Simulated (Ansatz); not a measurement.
GeH(NMe2)3 (C6H19GeN3) was relaxed with PBE-D4 (def2-SVP) in Ansatz in these states: charge -1 doublet, neutral singlet. The geometries follow in no particular order.

A:

Cartesian coordinates in Å:
```
Ge -0.2071 0.3900 -0.0586
H -0.0284 1.8702 0.5642
N 0.9724 0.8490 -1.7291
C 0.9054 -0.1374 -2.7738
C 0.7527 2.1707 -2.2433
H -0.0674 -0.1462 -3.3489
H 1.0336 -1.1586 -2.3517
H 1.7126 0.0101 -3.5415
H 0.7273 2.9083 -1.4118
H 1.5684 2.4886 -2.9496
H -0.2091 2.3007 -2.8267
N -1.6959 -0.1074 1.3279
C -2.3906 -1.3282 1.0183
C -2.6133 0.9628 1.5973
H -3.0070 -1.6909 1.8850
H -1.6655 -2.1339 0.7684
H -3.1033 -1.2534 0.1444
H -2.0598 1.9144 1.7531
H -3.3732 1.1552 0.7801
H -3.2218 0.7725 2.5239
N 1.1370 -0.7264 0.7669
C 0.9592 -1.3374 2.0511
C 2.4863 -0.8012 0.2898
H 1.1054 -2.4551 2.0371
H -0.0584 -1.1120 2.4314
H 1.7025 -0.9524 2.8090
H 2.5924 -0.1784 -0.6222
H 3.2262 -0.4205 1.0531
H 2.8192 -1.8528 0.0565
```

B:

```csv
atom,x (Å),y (Å),z (Å)
Ge1,-0.6287,0.0021,-0.4330
H2,-1.7588,0.0259,-1.5057
N3,0.2214,1.6460,-0.5637
C4,1.3928,1.9067,0.2473
C5,0.1703,2.3971,-1.7984
H6,2.3553,1.6646,-0.2727
H7,1.3533,1.3109,1.1818
H8,1.4458,2.9827,0.5393
H9,-0.7429,2.1418,-2.3745
H10,0.1381,3.4948,-1.5979
H11,1.0511,2.2190,-2.4684
N12,0.3423,-1.5446,-0.7600
C13,1.5126,-1.8356,0.0421
C14,0.3735,-2.1131,-2.0896
H15,1.6361,-2.9357,0.1843
H16,1.4112,-1.3794,1.0478
H17,2.4657,-1.4586,-0.4106
H18,-0.5456,-1.8466,-2.6511
H19,1.2506,-1.7760,-2.7010
H20,0.4229,-3.2276,-2.0471
N21,-1.0571,-0.1271,1.3585
C22,-1.4787,-1.3958,1.9161
C23,-1.5411,1.0322,2.0793
H24,-1.0628,-1.5425,2.9415
H25,-1.1205,-2.2294,1.2799
H26,-2.5920,-1.4837,2.0040
H27,-1.2316,1.9601,1.5590
H28,-2.6568,1.0484,2.1777
H29,-1.1266,1.0633,3.1152
```

Question: Judge from the bond lengths which geometry belongs to which state (an estimate).

Answer: A is the charge -1 doublet (Ge1–N3 2.096 Å, Ge1–N12 2.094 Å, Ge1–N21 1.932 Å); B is the neutral singlet (Ge1–N3 1.855 Å, Ge1–N12 1.855 Å, Ge1–N21 1.847 Å).

At PBE-D4/def2-SVP the highest occupied level of the relaxed charge -1 doublet lies above zero (up to 1.66 eV). By energy differences it is unbound by 1.08 eV (each at its own geometry, against the charge 0 singlet, at PBE0-D4/def2-TZVP) and held by the finite basis.
